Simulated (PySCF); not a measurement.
A GIAO shielding run with PySCF (density fitting, non-relativistic, gas phase) on SMILES [SiH3][SiH2][Si@@H]([SiH3])[SiH2]Cl, ClH₁₁Si₅:

```
$ OMP_NUM_THREADS=1 python probes_run.py task.json out

{"job": {"kind": "nmr", "xc": "PBE0", "basis": "pcSseg-1"}, "charge": 0, "multiplicity": 1}
Si     3.108375    -0.487949    -0.339188
Si     1.105481    -0.991191     0.708947
Si    -0.838065    -0.200602    -0.338499
Si    -2.866836    -0.840531     0.616395
Si    -0.762355     2.095646    -0.717982
Cl     0.776088     2.853999     0.393122
H      2.872359    -0.126710    -1.741635
H      4.055786    -1.606721    -0.354158
H      3.801470     0.637671     0.285603
H      1.097917    -0.486981     2.092277
H      0.969161    -2.448000     0.889620
H     -0.836185    -0.789866    -1.702269
H     -4.033953    -0.410787    -0.159784
H     -2.981371    -2.293348     0.756186
H     -3.033003    -0.281192     1.960279
H     -1.947158     2.835219    -0.277520
H     -0.494709     2.553374    -2.081302
```

Hardware: 1 thread of an Arm Neoverse V1, shared host. The job also computes population analyses, field gradients.

**Question.** How large is the calculation?

**Answer.** 98 electrons, 199 basis functions and 1180 auxiliary functions.

**Question.** How long does it take, and how much memory does it need?

**Answer.** 37 s of wall time, with 11 SCF cycles and 4 response iterations; peak memory 0.93 GiB. Times on a shared host scatter by some tens of per cent.
